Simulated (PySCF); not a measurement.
AlHClBr, SMILES [Br][AlH][Cl]. The structure is a stationary point at PBE0-D3(BJ)/def2-TZVP.

TDA-CAM-B3LYP/def2-SVPD in PySCF puts the lowest singlet excitations at 6.06, 6.46, 6.69, 6.89, 7.04, 7.56 eV.

Task: What are the lowest excitation roots from ADC(2)/aug-cc-pVDZ (PySCF 2.14.0)? (An estimate is asked for; the answer gives what the named calculation found.)

Result: 6.39, 6.78, 6.90, 7.15, 7.32, 7.82 eV. S1 differs by 0.33 eV (second minus first; roots are paired by order, and the bases may differ).
